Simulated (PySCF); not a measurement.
Heteronuclear NMR

Molfile (atoms numbered from 1):
```
C8H13NSi
     RDKit          3D

 23 24  0  0  0  0  0  0  0  0999 V2000
    3.6275   -0.4064   -0.0693 C   0  0  0  0  0  0  0  0  0  0  0  0
    2.1809   -0.3366   -0.0421 C   0  0  0  0  0  0  0  0  0  0  0  0
    0.9800   -0.3178   -0.0145 C   0  0  0  0  0  0  0  0  0  0  0  0
   -0.4574   -0.2379   -0.0126 C   0  0  2  0  0  0  0  0  0  0  0  0
   -1.0047    1.1012   -0.1688 N   0  0  0  0  0  0  0  0  0  0  0  0
   -0.4064    2.2084    0.5324 C   0  0  0  0  0  0  0  0  0  0  0  0
   -0.2978    2.0843   -0.9384 C   0  0  0  0  0  0  0  0  0  0  0  0
   -1.1312   -0.8965    1.2158 C   0  0  0  0  0  0  0  0  0  0  0  0
   -2.3357   -1.5632    0.5283 C   0  0  0  0  0  0  0  0  0  0  0  0
   -1.5367   -1.3354   -1.1897 Si  0  0  0  0  0  4  0  0  0  0  0  0
    3.9475   -1.4346   -0.2409 H   0  0  0  0  0  0  0  0  0  0  0  0
    4.0413   -0.0618    0.8793 H   0  0  0  0  0  0  0  0  0  0  0  0
    4.0177    0.2208   -0.8719 H   0  0  0  0  0  0  0  0  0  0  0  0
    0.4850    2.0263    1.1241 H   0  0  0  0  0  0  0  0  0  0  0  0
   -1.1009    2.9195    0.9605 H   0  0  0  0  0  0  0  0  0  0  0  0
   -0.9134    2.7079   -1.5739 H   0  0  0  0  0  0  0  0  0  0  0  0
    0.6703    1.8249   -1.3544 H   0  0  0  0  0  0  0  0  0  0  0  0
   -0.4650   -1.6371    1.6576 H   0  0  0  0  0  0  0  0  0  0  0  0
   -1.3984   -0.1672    1.9807 H   0  0  0  0  0  0  0  0  0  0  0  0
   -3.2438   -0.9798    0.6615 H   0  0  0  0  0  0  0  0  0  0  0  0
   -2.5368   -2.5725    0.8800 H   0  0  0  0  0  0  0  0  0  0  0  0
   -2.2631   -0.5962   -2.2143 H   0  0  0  0  0  0  0  0  0  0  0  0
   -0.8636   -2.5232   -1.7196 H   0  0  0  0  0  0  0  0  0  0  0  0
  1  2  1  0
  2  3  3  0
  4  3  1  1
  4  5  1  0
  5  6  1  0
  6  7  1  0
  4  8  1  0
  8  9  1  0
  9 10  1  0
 10  4  1  0
  7  5  1  0
  1 11  1  0
  1 12  1  0
  1 13  1  0
  6 14  1  0
  6 15  1  0
  7 16  1  0
  7 17  1  0
  8 18  1  0
  8 19  1  0
  9 20  1  0
  9 21  1  0
 10 22  1  0
 10 23  1  0
M  END
```

Fast rotation and ring inversion assumed for equivalent nuclei, one conformer, non-relativistic Hamiltonian, no solvent model. Geometry: GFN2-xTB; σ from GIAO-PBE0/pcSseg-1; PySCF 2.14.0 with density-fitted response routines.

**Question.** Predict the ²⁹Si NMR data.

**Answer.** 
```
atoms                                       environment  σ (ppm)  δ (ppm)
 Si10  silicon bonded to 2 C, 2 H, in a 4-membered ring    375.5    -28.6
```

Shieldings were converted by a linear fit to measured shifts: ²⁹Si: δ = 279.94 − 0.822σ (rms 8.9 ppm, 72 shifts, 25.8 ppm with the 6 outliers that the fit left out vs TMS, solution or neat liquid). Occasional misses reach two or three times the rms, and more in compound classes unlike the fitted ones.

On a 500 MHz spectrometer ²⁹Si resonates near 99.3 MHz, so 1 ppm is 99.3 Hz.

**Question.** What are the ¹⁵N shifts?

**Answer.** 
```json
{"atoms": "N5", "environment": "amine nitrogen", "σ (ppm)": "228.6", "δ (ppm)": "-358.7"}
```

Shieldings were converted by a linear fit to measured shifts: ¹⁵N (scatter 6.3 ppm rms vs CH3NO2, solution or neat liquid). A few per cent of atoms miss by over 2 rms, more outside the fitted compound classes.

On a 600 MHz spectrometer ¹⁵N resonates near 60.8 MHz, so 1 ppm is 60.8 Hz.
